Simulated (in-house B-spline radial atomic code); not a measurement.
**RPA and G0W0 on LDA exchange-only: the manganese ion Mn⁺**

Configuration [Ar] 3d5 4s1, highest spin, mean-field start LDA exchange-only. Computed with an all-electron radial atomic-structure program (B-spline basis): all electrons, non-relativistic, point nucleus, each spin shell either full or empty, empty states to l = 9 with an (l + 1/2)⁻⁴ tail; G0W0 by contour deformation at full frequency.

Command:
```bash
python run_gw.py task.json out
```
Settings (radii: box in bohr, nucleus in fm):
```
Z                        25
electrons                24
configuration            [Ar] 3d5 4s1
hamiltonian              nr
method                   lda,
lmax                     9
spin_polarised           True
box_radius               23.78
intervals                52
ion_configuration        [Ar] 3d5
```

Cost of the run: 8.1 s on 1 thread of Arm Neoverse N1 (shared host).

Energies (hartree):

```csv
term,value
mean-field total,-1146.36276
Hartree-Fock functional on these orbitals,-1149.61009
direct second order,-1.9313
second-order exchange,0.64759
SOSEX correction,0.57424
```

What is the RPA correlation energy, and what remains with SOSEX?

RPA gives -1.6232 hartree (-1.84 eV per electron); RPA + SOSEX gives -1.049, and the second-order doubles -1.2837 hartree (no singles). SOSEX takes back 35 % of the RPA value.

Quasi-particle levels (eV):

```csv
level,occupied,mean field,Σx - vxc,Σc,QP weight,G0W0
4s up,yes,-12.125,-3.14,?,?,?
3d down,no,-9.998,10.04,-6.90,0.815,-6.851
```

G0W0 = mean field + (Σx - vxc) + Σc, with Σc (partial-wave tail included) taken at the quasi-particle energy. Only the outer levels were computed. Levels of low weight are left out.

Where does G0W0 put 4s up?

At -16.369 eV, with Σc = -1.10 eV and a quasi-particle weight of 0.914. The tabulated removal energy is 15.640 eV (NIST, measured); the calculation leaves out relativity, Breit and QED terms, and what these don't explain is the method's own error.

What does it cost to remove one electron (to [Ar] 3d5) by differences of total energies, each species on its own start (correlation terms add to the Hartree-Fock functional)?

LDA exchange-only 15.744 eV, Hartree-Fock functional 14.544 eV, + RPA 16.107 eV, + RPA + SOSEX 15.282 eV, + second order 15.986 eV. Tabulated: 15.640 eV (NIST, measured); the calculation leaves out relativity, Breit and QED terms, and what these don't explain is the method's own error.
